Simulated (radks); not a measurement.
The numbers below are computed, except where a source is named.
The calcium ion Ca14+, 6 electrons, occupied as [He] 2s2 2p2.

Level of theory: scalar-relativistic Kohn-Sham, LB94 model potential, spin-polarised, spherical densities, finite nucleus; open shells are filled with parallel spins first; Fermi nuclear charge, rms radius 3.4776 fm (a radial shooting solver on a logarithmic mesh with Libxc functionals).

Energy parts (eV):
kinetic: 14856.652
electron-nucleus: -31181.153
Hartree: 2180.504
(The LB94 potential has no energy functional, so no total or exchange-correlation energy is given.)

Orbitals (lengths in bohr, moments of r in powers of bohr):
| orbital | occ. | eigenvalue (eV) | <1/r> |
|---|---|---|---|
| 1s down | 1 | -4653.739 | 19.83 |
| 1s up | 1 | -4649.309 | 19.82 |
| 2s up | 1 | -940.8202 | 4.446 |
| 2s down | 1 | -923.7759 | 4.415 |
| 2p up | 2 | -884.5081 | 4.392 |
| 2p down | 0 | -868.7466 | 4.394 |

The highest occupied level is 2p up at -884.51 eV. The spin density at the nucleus is 3.670 e/bohr^3 (1s -0.365, 2s 4.036). The electron density at the nucleus is 6249 e/bohr^3 (large components only).
